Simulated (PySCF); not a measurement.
## `[C-]#[N+][SiH2][SiH2][O-]`, [CH$_{4}$NOSi$_{2}$]-, charge -1

Molfile (atoms numbered from 1):
```
CH4NOSi2
     RDKit          3D

  9  8  0  0  0  0  0  0  0  0999 V2000
    2.6691   -0.5612   -1.2201 C   0  0  0  0  0  0  0  0  0  0  0  0
    1.8511   -0.1043   -0.5094 N   0  0  0  0  0  0  0  0  0  0  0  0
    0.4826    0.5007    0.5010 Si  0  0  0  0  0  4  0  0  0  0  0  0
   -1.6827   -0.4329    0.0649 Si  0  0  0  0  0  4  0  0  0  0  0  0
   -2.7255    0.1907    1.0584 O   0  0  0  0  0  0  0  0  0  0  0  0
    1.0140    0.2786    1.8912 H   0  0  0  0  0  0  0  0  0  0  0  0
    0.5988    1.9884    0.3049 H   0  0  0  0  0  0  0  0  0  0  0  0
   -1.8084   -0.1826   -1.4378 H   0  0  0  0  0  0  0  0  0  0  0  0
   -1.3712   -1.9281    0.1184 H   0  0  0  0  0  0  0  0  0  0  0  0
  1  2  3  0
  2  3  1  0
  3  4  1  0
  4  5  1  0
  3  6  1  0
  3  7  1  0
  4  8  1  0
  4  9  1  0
M  CHG  3   1  -1   2   1   5  -1
M  END
```

Method: quadratic response LC-wPBE/aug-cc-pVDZ first hyperpolarisability, Taylor convention, gas phase (PySCF 2.14.0). Geometry: PBE0-D3(BJ)/def2-SVP.

For a gas-phase anion, states above the detachment energy (about 4.7 eV, taken as minus the energy of the highest occupied orbital) lie in the continuum and depend on the basis.

Q: What is the first hyperpolarisability, and how does it disperse?

A: In 10⁻³⁰ esu, Taylor convention; the vector part is βᵢ = ⅓ Σⱼ (βᵢⱼⱼ + βⱼᵢⱼ + βⱼⱼᵢ):
| process | λ (nm) | β vector norm | β HRS | depolarisation ratio |
| --- | --- | --- | --- | --- |
| static β(0;0,0) | ∞ | 5.01 | 1.88 | 7.73 |
| second harmonic β(−2ω;ω,ω) | 1064 | 6.07 | 2.27 | 7.98 |
| Pockels β(−ω;ω,0) | 1064 | 5.33 | – | – |
| second harmonic β(−2ω;ω,ω) | 800 | 7.15 | 2.67 | 8.22 |
| Pockels β(−ω;ω,0) | 800 | 5.59 | – | – |

Q: Which lowest excitations and polarisabilities go with it?

A: S1 4.88 eV (f = 0.012); S2 5.23 eV (f = 0.007); S3 5.42 eV (f = 0.002); isotropic α 89.4 au static, 90.7 au at 1064 nm, 91.8 au at 800 nm, 95.0 au at 532 nm, 100.1 au at 400 nm.
